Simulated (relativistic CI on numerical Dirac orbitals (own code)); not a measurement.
Cd7+: q coefficients and field-shift factors

These numbers are calculated, not measured: Dirac-Coulomb-Breit CI, orbitals from a KLI potential per configuration, derivatives by finite differences, unscaled Slater integrals, QED left out (own radial code, finite nucleus).

Configurations in the expansion (outside the closed core [Ar] 3d10 4p6): 4s2 4d5, 4s2 4d4 5s, 4s2 4d4 4f, 4s 4d6, 4d7, 4s2 4d3 5s2, 4s2 4d2 4f 5s2. Double excitations out of closed p, d and f shells are left out; levels of such configurations are missing from the list, as are those of other unlisted configurations, and high levels can miss mixing partners.

With x = (α/α₀)² − 1 an excitation energy changes as ω = ω₀ + qx; K = 2q/ω₀ is the relative enhancement. Terms are leading LS components, so labels can repeat. The field-shift factor is F = δν/δ⟨r²⟩ for the transition from the lowest level.

Lowest level 4s2 4d5 6S_5/2.

```tsv
Level	ω₀ (cm⁻¹)	q (cm⁻¹)	K	F (GHz/fm²)
4s2 4d5 4G_5/2	36146.4	-3951	-0.219	0.0409
4s2 4d5 4G_7/2	37348.2	-790	-0.0423	0.0816
4s2 4d5 4G_11/2	37665.9	-109.4	-0.00581	0.0911
4s2 4d5 4G_9/2	37963.0	487.1	0.0257	0.0977
4s2 4d5 4P_5/2	39313.7	-3595	-0.183	0.00816
4s2 4d5 4P_3/2	40514.6	-3138	-0.155	0.0129
4s2 4d5 4P_1/2	42315.5	-973.7	-0.046	0.0376
4s2 4d5 4D_7/2	45278.8	34.79	0.00154	0.0677
4s2 4d5 4D_1/2	47612.8	3301	0.139	0.102
4s2 4d5 4D_5/2	48287.1	2425	0.1	0.0983
4s2 4d5 4D_3/2	48786.0	4279	0.175	0.113
4s2 4d5 2I_11/2	53761.0	-1250	-0.0465	0.154
4s2 4d5 2I_13/2	55551.0	1527	0.055	0.188
```

At this charge configurations can still be misplaced by up to about 7 % of their energy. Terms inside the open d or f shell come out 10 to 20 % too wide with unscaled integrals.
